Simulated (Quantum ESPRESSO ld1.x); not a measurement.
Problem. These are the eigenvalues of the occupied orbitals of an atom or ion with whole-number occupations (Ry). All-electron calculation, non-relativistic Kohn-Sham, LDA (Slater exchange, VWN5 correlation), spin-polarised, spherical densities, point nucleus. Program: ld1.x of Quantum ESPRESSO 7.5.

orbital  eigenvalue
1s down    -4048.53
1s up      -4048.53
2s up      -657.807
2s down    -657.799
2p up      -628.693
2p down    -628.688
3s up      -149.617
3s down    -149.481
3p up      -136.337
3p down    -136.212
3d up      -111.500
3d down    -111.408
4s up      -31.5158
4s down    -31.3026
4p up      -26.1457
4p down    -25.9346
4d up      -16.4411
4d down    -16.2343
5s up      -6.23158
5s down    -6.15365
5p up      -4.69459
5p down    -4.62837
4f up      -4.15658
4f down    -3.96503
5f up      -0.90401

Which element is it, and in what charge state? The configuration may be excited. Open shells, if any, are filled with parallel spins first.

Solution. Z = 69, thulium, charge +3: Tm3+ in [Xe] 4f11 5f1. The list shows which subshells hold electrons but not how many an open one holds; the 1s level, -2024.3 hartree, gives Z - s = 63.6 by -(Z - s)^2/2, which with screening narrows Z to a few neighbours, and the depths of the outer levels then fix element, charge and occupations together.
